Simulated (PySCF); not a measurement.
This PySCF input asks for the NMR shieldings of `C/C=C/[Si@@H]1C[C@@H](C)[SiH2]N1`, C$_{6}$H$_{15}$NSi$_{2}$; the geometry comes from GFN2-xTB.

```python
import basis_set_exchange as bse
import numpy as np
from pyscf import gto, dft
from pyscf.prop import nmr

atoms = """
C     3.637686   -0.586866    1.261796
C     2.237191   -0.776513    0.781780
C     1.872208   -0.942004   -0.483331
Si    0.092295   -1.144622   -1.057393
C    -0.757011    0.507418   -1.473815
C    -1.366088    1.079062   -0.186374
C    -2.363485    2.192441   -0.482576
Si   -2.083495   -0.377990    0.811458
N    -0.966389   -1.572995    0.255847
H     4.342969   -0.602239    0.433773
H     3.903828   -1.374313    1.967231
H     3.728586    0.365883    1.784381
H     1.479708   -0.774726    1.556071
H     2.646824   -0.943983   -1.241831
H     0.000733   -2.149052   -2.126818
H    -0.086766    1.234824   -1.935112
H    -1.558960    0.325601   -2.192072
H    -0.547451    1.514866    0.398009
H    -1.895897    2.997743   -1.050017
H    -2.756502    2.611441    0.442284
H    -3.201199    1.811984   -1.064407
H    -3.466047   -0.700011    0.434418
H    -1.983304   -0.194980    2.263779
H    -0.921168   -2.481207    0.681883
"""
names = dict.fromkeys(["C", "Si", "N", "H"], "pcSseg-1")
basis = {el: gto.basis.parse(bse.get_basis(n, elements=[el], fmt="nwchem")) for el, n in names.items()}
mol = gto.M(atom=atoms, basis=basis, charge=0, verbose=0)
mf = dft.RKS(mol, xc="PBE0")
mf.grids.level = 2
mf.grids.alignment = dft.numint.BLKSIZE   # the property module wants whole blocks of grid points
mf.conv_tol = 1e-9
mf.kernel()

calc = nmr.RKS(mf)   # GIAO
C = mf.mo_coeff
Co = C[:, mf.mo_occ > 0]
resp = mf.gen_response(singlet=True, hermi=2)
def vind(x):   # induced exchange potential for any number of trial vectors
    d = np.einsum("pi,xij,qj->xpq", C, 2 * x.reshape(-1, C.shape[1], Co.shape[1]), Co, optimize=True)
    return np.einsum("xpq,pi,qj->xij", resp(d - d.transpose(0, 2, 1)), C, Co, optimize=True).ravel()
mo1, _ = nmr.rhf.solve_mo1(calc, with_cphf=vind)
sigma = calc.kernel(mo1)
for i, s in enumerate(sigma):   # ppm
    w = np.linalg.eigvalsh((s + s.T) / 2)
    print("%2d %-2s iso %8.1f  s11 %8.1f  s22 %8.1f  s33 %8.1f" % (i, mol.atom_pure_symbol(i), w.mean(), *w))
```

Task: What does it print?

Result: 
```
 0 C  iso    160.3  s11    146.8  s22    148.2  s33    186.1
 1 C  iso     32.4  s11    -95.0  s22     26.9  s33    165.3
 2 C  iso     51.5  s11    -52.6  s22     55.3  s33    151.9
 3 Si iso    361.0  s11    326.8  s22    354.1  s33    402.1
 4 C  iso    164.6  s11    147.9  s22    163.7  s33    182.2
 5 C  iso    168.7  s11    156.3  s22    170.6  s33    179.4
 6 C  iso    165.8  s11    151.5  s22    158.7  s33    187.0
 7 Si iso    368.6  s11    333.0  s22    351.1  s33    421.6
 8 N  iso    252.2  s11    218.1  s22    239.1  s33    299.4
 9 H  iso     29.8  s11     26.2  s22     29.2  s33     34.1
10 H  iso     29.6  s11     25.8  s22     27.6  s33     35.5
11 H  iso     29.6  s11     25.8  s22     28.0  s33     35.1
12 H  iso     25.2  s11     21.7  s22     22.7  s33     31.3
13 H  iso     25.9  s11     23.6  s22     25.7  s33     28.3
14 H  iso     26.5  s11     22.7  s22     24.1  s33     32.6
15 H  iso     30.6  s11     26.9  s22     28.1  s33     37.0
16 H  iso     31.1  s11     26.7  s22     29.4  s33     37.1
17 H  iso     30.3  s11     25.3  s22     29.9  s33     35.8
18 H  iso     30.3  s11     25.7  s22     27.9  s33     37.2
19 H  iso     30.3  s11     25.0  s22     27.9  s33     38.0
20 H  iso     30.7  s11     26.6  s22     28.8  s33     36.8
21 H  iso     27.0  s11     23.4  s22     24.8  s33     33.0
22 H  iso     26.7  s11     23.2  s22     24.7  s33     32.3
23 H  iso     32.1  s11     23.4  s22     27.7  s33     45.4
```

These numbers come from an equivalent density-fitted implementation of the same equations, which agrees with the script to about 0.01 ppm for H and up to a few tenths of a ppm for heavy atoms, so last digits may differ.

Task: Turn these shieldings into chemical shifts. Chemical shifts δ = σref − σ; TMS for ¹³C (σref 186.93) and ²⁹Si (σref 349.16) and ¹H (σref 31.72); NH3 for ¹⁵N (σref 267.73), all at this level.

Result: Averaging equivalent atoms: C 1: 154.5; C 2: 135.4; C 0: 26.6; C 4: 22.3; C 6: 21.2; C 5: 18.2; Si 3: -11.8; Si 7: -19.4; N 8: 15.5; H 12: 6.47; H 13: 5.85; H 14: 5.25; H 22: 4.99; H 21: 4.68; H 9/10/11: 2.02; H 17: 1.42; H 18/19/20: 1.28; H 15: 1.08; H 16: 0.65; H 23: -0.43 ppm. Experimental scales use liquid or dissolved standards, which lie at an offset from isolated NH3 (liquid NH3: subtract about 20 ppm).

Size and cost of the density-fitted run: 242 basis functions, 58 s wall time on 1 thread of an Arm Neoverse V1, shared host; peak memory 1.1 GiB.
